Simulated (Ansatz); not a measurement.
Isolated molecules relaxed with PBE0-D4/def2-TZVP in Ansatz; ΔE leaves out vibrations. CCSD(T)/CBS is the MP2 limit (def2-TZVPP, def2-QZVPP) plus CCSD(T) − MP2 in def2-TZVPP, frozen cores. DFT in def2-TZVPP. B3LYP here is the variant with VWN-RPA as its local correlation; programs differ in this. Each species was taken in one conformer, which may not be the lowest.

Reaction (formal exchange of groups at the Si–Si bond): `O[SiH2][SiH2][SiH2]F` + `C1=NCC1` → `F[SiH2]C1C=NC1` + `O[SiH2][SiH3]`

```csv
level,ΔE (kcal/mol),difference from CCSD(T)/CBS
PBE-D4,1.7,2.5
r2SCAN-D4,-0.1,0.7
PBE0-D4,1.3,2.1
B3LYP-D4,0.0,0.8
ωB97X-V,-0.2,0.6
B2PLYP,-0.9,-0.1
r2SCAN,0.0,0.8
PBE0,1.4,2.2
B3LYP,0.1,0.9
HF/def2-TZVPP,-1.0,-0.2
SCS-MP2/def2-TZVPP,-2.4,-1.6
CCSD/def2-TZVPP,-0.9,-0.1
CCSD(T)/def2-TZVPP,-1.0,-0.2
MP2/def2-QZVPP,-2.6,-1.8
HF/CBS(def2),-1.2,-0.4
MP2/CBS(def2),-2.4,-1.6
CCSD(T)/CBS,-0.8,0
```

Largest T1 diagnostic among the species: 0.013.
